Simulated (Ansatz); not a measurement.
Mulliken charges of CH4BNO, SMILES `OC1BN1` from r2SCAN/def2-TZVPP in Ansatz (PBE0-D4/def2-TZVP geometry).

| atom | x (Å) | y (Å) | z (Å) | charge (e) |
| --- | --- | --- | --- | --- |
| O1 | -0.358 | 1.062 | -1.095 | -0.344 |
| C2 | -0.007 | 0.492 | 0.129 | 0.118 |
| B3 | 1.069 | -0.625 | 0.164 | -0.057 |
| N4 | -0.238 | -0.929 | 0.305 | -0.158 |
| H5 | -1.244 | 1.428 | -1.029 | 0.187 |
| H6 | -0.259 | 1.125 | 0.982 | 0.064 |
| H7 | 2.162 | -1.074 | 0.095 | 0.016 |
| H8 | -1.033 | -1.537 | 0.393 | 0.173 |

Task: By hand: the dipole of these point charges (1 e Å = 4.8032 D).

Result: Σ q r = (-0.294, -0.069, 0.274) e Å, of length 0.408 e Å = 1.96 D.

Task: How does the dipole of the full density compare? (Estimate.)

Result: The calculation gave: (-0.436, -0.110, 0.250) e Å, 2.47 D; the point charges give 0.79 times that, at 13° from its direction.

Point charges leave out the atoms' own dipoles, such as those of lone pairs, and Mulliken's split depends on the basis, so the two needn't agree.
